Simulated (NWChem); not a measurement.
C₂H₂Cl₂OSi; SMILES C#C[Si](O)(Cl)Cl

```xyz
8

C     -0.0028    -2.9347     0.5806
C     -0.0017    -1.7762     0.2131
Si    -0.0002    -0.0418    -0.3030
O     -0.0008    -0.0010    -1.9412
Cl    -1.6525     0.9145     0.4516
Cl     1.6547     0.9106     0.4508
H     -0.0038    -3.9615     0.9033
H     -0.0053     0.8608    -2.3703
```
Atoms are numbered in this order, from 1.

Level: PBE0/def2-SVP (NWChem), optimised geometry, unscaled harmonic frequencies. 

Q: List the harmonic frequencies with IR intensities, and the thermochemistry.

A: 
```
frequency (cm⁻¹)  IR intensity (km/mol)
----------------  ---------------------
104                                 0.4
124                                 3.1
180                                58.3
186                                 0.8
266                                33.2
289                                63.9
354                                21.3
364                                12.5
490                                26.0
623                               261.5
689                               158.5
756                                32.3
762                                22.7
814                               304.8
961                               114.1
2183                               80.5
3473                               54.3
3926                              157.8
```

| Item | Value |
|---|---|
| zero-point energy | 23.6 kcal/mol |
| thermal correction to the enthalpy at 298.15 K (with zero-point energy) | 29.1 kcal/mol |
| heat capacity Cv | 25.7 cal/(mol K) |
| entropy at 298.15 K and 1 atm (symmetry number 1) | 88.1 cal/(mol K) |
| dipole moment | 0.88 D |

Rigid rotor and harmonic oscillator.
